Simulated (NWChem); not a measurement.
System: trans-dichloroethylene (C2H2Cl2); SMILES Cl/C=C/Cl

The following NWChem deck was run.

```
start job
memory heap 200 mb stack 900 mb global 1100 mb
geometry units angstroms noautoz
  Cl     0.043724    -2.147511     0.000000
  C     -0.442876    -0.497842     0.000000
  C      0.442876     0.497842     0.000000
  Cl    -0.043724     2.147511     0.000000
  H     -1.522662    -0.333993     0.000000
  H      1.522662     0.333993     0.000000
end
basis spherical
  * library sto-3g
end
dft
  xc xcamb88 1.00 lyp 0.81 vwn_5 0.19 hfexch 1.00
  cam 0.33 cam_alpha 0.19 cam_beta 0.46
  iterations 150
  vectors input atomic output neutral.movecs
end
task dft energy
charge 1
dft
  odft
  mult 2
  vectors input atomic output cation.movecs
end
task dft energy
```

NWChem printed, in part:

```
             Northwest Computational Chemistry Package (NWChem) 7.3.0
             --------------------------------------------------------

 C2H symmetry detected

                             Geometry "geometry" -> ""
                             -------------------------

 Output coordinates in angstroms (scale by  1.889725989 to convert to a.u.)

  No.       Tag          Charge          X              Y              Z
 ---- ---------------- ---------- -------------- -------------- --------------
    1 Cl                  17.0000     0.04203972    -2.14754463     0.00000000
    2 C                    6.0000    -0.44326632    -0.49749450     0.00000000
    3 C                    6.0000     0.44326632     0.49749450     0.00000000
    4 Cl                  17.0000    -0.04203972     2.14754463     0.00000000
    5 H                    1.0000    -1.52292348    -0.33279869     0.00000000
    6 H                    1.0000     1.52292348     0.33279869     0.00000000

 Effective nuclear repulsion energy (a.u.)     175.7069530566

      Symmetry information
      --------------------

 Group name             C2h
 Group number             21
 Group order               4
 No. of unique centers     3

                                 NWChem DFT Module
                                 -----------------

 Summary of "ao basis" -> "ao basis" (spherical)
 ------------------------------------------------------------------------------
       Tag                 Description            Shells   Functions and Types
 ---------------- ------------------------------  ------  ---------------------
 Cl                          sto-3g                  5        9   3s2p
 C                           sto-3g                  3        5   2s1p
 H                           sto-3g                  1        1   1s

      Symmetry analysis of basis
      --------------------------

        ag         12
        au          3
        bg          3
        bu         12

            General Information
            -------------------
          SCF calculation type: DFT
          Wavefunction type:  closed shell.
          No. of atoms     :     6
          No. of electrons :    48
           Alpha electrons :    24
            Beta electrons :    24
          Charge           :     0
          Spin multiplicity:     1
          Use of symmetry is: on ; symmetry adaption is: on
          Maximum number of iterations: 150
          AO basis - number of functions:    30
                     number of shells:    18
          Convergence on energy requested:  1.00D-06
          Convergence on density requested:  1.00D-05
          Convergence on gradient requested:  5.00D-04

              XC Information
              --------------
                     Hartree-Fock (Exact) Exchange  1.000
                   CAM-Becke88 Exchange Functional  1.000
                      VWN V Correlation Functional  0.190 local
              Lee-Yang-Parr Correlation Functional  0.810

           Range-Separation Parameters
           ---------------------------
           Alpha           :  0.19
           Beta            :  0.46
           Gamma           :  0.33
           Short-Range HF  :     F

             Grid Information
             ----------------
          Grid used for XC integration:  medium
          Radial quadrature: Mura-Knowles
          Angular quadrature: Lebedev.
          Tag              B.-S. Rad. Rad. Pts. Rad. Cut. Ang. Pts.
          ---              ---------- --------- --------- ---------
          Cl                  1.00       88          10.0       590
          C                   0.70       49           7.0       434
          H                   0.35       45           8.0       434
          Grid pruning is: on
          Number of quadrature shells:   182
          Spatial weights used:  Erf1

      Superposition of Atomic Density Guess
      -------------------------------------

 Sum of atomic energies:        -984.39276050

      Non-variational initial energy
      ------------------------------

 Total energy =    -985.082805
 1-e energy   =   -1712.123535
 2-e energy   =     551.333777
 HOMO         =      -0.084003
 LUMO         =       0.267528

      Symmetry analysis of molecular orbitals - initial
      -------------------------------------------------

  Numbering of irreducible representations:

     1 ag          2 au          3 bg          4 bu

  Orbital symmetries:

     1 bu          2 ag          3 ag          4 bu          5 bu
     6 ag          7 bu          8 ag          9 bu         10 au
    11 ag         12 bg         13 ag         14 bu         15 ag
    16 bu         17 bu         18 ag         19 au         20 ag
    21 bg         22 bu         23 ag         24 au         25 bu
    26 bg         27 ag         28 bu         29 ag         30 bu

   convergence    iter        energy       DeltaE   RMS-Dens  Diis-err
 ---------------- ----- ----------------- --------- --------- ---------
 d= 0,ls=0.0,diis     1   -986.6400427603 -1.16D+03  4.27D-02  4.16D-01
 d= 0,ls=0.0,diis     2   -986.6907772372 -5.07D-02  1.76D-02  1.82D-01
 d= 0,ls=0.0,diis     3   -986.7238293084 -3.31D-02  1.64D-03  1.21D-03
 d= 0,ls=0.0,diis     4   -986.7241158507 -2.87D-04  2.79D-04  9.72D-06
 d= 0,ls=0.0,diis     5   -986.7241204467 -4.60D-06  3.70D-05  1.24D-07
 d= 0,ls=0.0,diis     6   -986.7241205233 -7.66D-08  3.38D-06  1.55D-09

         Total DFT energy =     -986.724120523347
      One electron energy =    -1710.555294846805
           Coulomb energy =      615.942380438588
    Exchange-Corr. energy =      -67.818159171777
 Nuclear repulsion energy =      175.706953056648

 Numeric. integr. density =       47.999998810848

                  Occupations of the irreducible representations
                  ----------------------------------------------

                     irrep           alpha         beta
                     --------     --------     --------
                     ag               10.0         10.0
                     au                3.0          3.0
                     bg                2.0          2.0
                     bu                9.0          9.0

                       DFT Final Molecular Orbital Analysis
                       ------------------------------------

 Vector   22  Occ=2.000000D+00  E=-3.397989D-01  Symmetry=bu
              MO Center=  4.3D-17,  7.0D-15,  1.2D-19, r^2= 5.4D+00
   Bfn.  Coefficient  Atom+Function         Bfn.  Coefficient  Atom+Function
  ----- ------------  ---------------      ----- ------------  ---------------
     7      0.705015  1 Cl px                26      0.705015  4 Cl px
     3     -0.193908  1 Cl px                22     -0.193908  4 Cl px
     8      0.132787  1 Cl py                27      0.132787  4 Cl py
    29      0.109838  5 H  s                 30     -0.109838  6 H  s
    11      0.093983  2 C  s                 16     -0.093983  3 C  s

 Vector   23  Occ=2.000000D+00  E=-3.311095D-01  Symmetry=ag
              MO Center= -5.5D-18, -7.5D-15, -5.0D-17, r^2= 5.3D+00
   Bfn.  Coefficient  Atom+Function         Bfn.  Coefficient  Atom+Function
  ----- ------------  ---------------      ----- ------------  ---------------
     7      0.664791  1 Cl px                26     -0.664791  4 Cl px
     8      0.238594  1 Cl py                27     -0.238594  4 Cl py
     3     -0.181919  1 Cl px                22      0.181919  4 Cl px
    29      0.143860  5 H  s                 30      0.143860  6 H  s
    12     -0.129164  2 C  px                17      0.129164  3 C  px

 Vector   24  Occ=2.000000D+00  E=-2.675158D-01  Symmetry=au
              MO Center=  1.5D-15, -2.0D-14,  3.2D-15, r^2= 3.6D+00
   Bfn.  Coefficient  Atom+Function         Bfn.  Coefficient  Atom+Function
  ----- ------------  ---------------      ----- ------------  ---------------
     9      0.571276  1 Cl pz                28      0.571276  4 Cl pz
    14     -0.465185  2 C  pz                19     -0.465185  3 C  pz
     5     -0.153997  1 Cl pz                24     -0.153997  4 Cl pz

 Vector   25  Occ=0.000000D+00  E= 1.210689D-01  Symmetry=bg
              MO Center= -2.9D-17, -1.0D-16, -6.5D-20, r^2= 1.5D+00
   Bfn.  Coefficient  Atom+Function         Bfn.  Coefficient  Atom+Function
  ----- ------------  ---------------      ----- ------------  ---------------
    14      0.804373  2 C  pz                19     -0.804373  3 C  pz
     9     -0.235073  1 Cl pz                28      0.235073  4 Cl pz
     5      0.059308  1 Cl pz                24     -0.059308  4 Cl pz

 Vector   26  Occ=0.000000D+00  E= 1.675325D-01  Symmetry=bu
              MO Center=  4.2D-17, -2.4D-16,  8.9D-19, r^2= 3.2D+00
   Bfn.  Coefficient  Atom+Function         Bfn.  Coefficient  Atom+Function
  ----- ------------  ---------------      ----- ------------  ---------------
     8      0.684602  1 Cl py                27      0.684602  4 Cl py
    11     -0.526973  2 C  s                 16      0.526973  3 C  s
    13      0.473021  2 C  py                18      0.473021  3 C  py
     6      0.337679  1 Cl s                 25     -0.337679  4 Cl s
    12     -0.270446  2 C  px                17     -0.270446  3 C  px

 Vector   27  Occ=0.000000D+00  E= 2.710547D-01  Symmetry=ag
              MO Center= -5.8D-16, -4.4D-16,  7.4D-15, r^2= 2.9D+00
   Bfn.  Coefficient  Atom+Function         Bfn.  Coefficient  Atom+Function
  ----- ------------  ---------------      ----- ------------  ---------------
    11     -0.623877  2 C  s                 16     -0.623877  3 C  s
    13      0.618975  2 C  py                18     -0.618975  3 C  py
     8      0.571936  1 Cl py                27     -0.571936  4 Cl py
     6      0.325187  1 Cl s                 25      0.325187  4 Cl s
    29      0.323423  5 H  s                 30      0.323423  6 H  s

     Multipole analysis of the density
     ---------------------------------

[...]
```

Level: CAM-B3LYP/STO-3G, vertical spin-unrestricted ions. Coordinates come from a PBE0/def2-SVP optimisation.
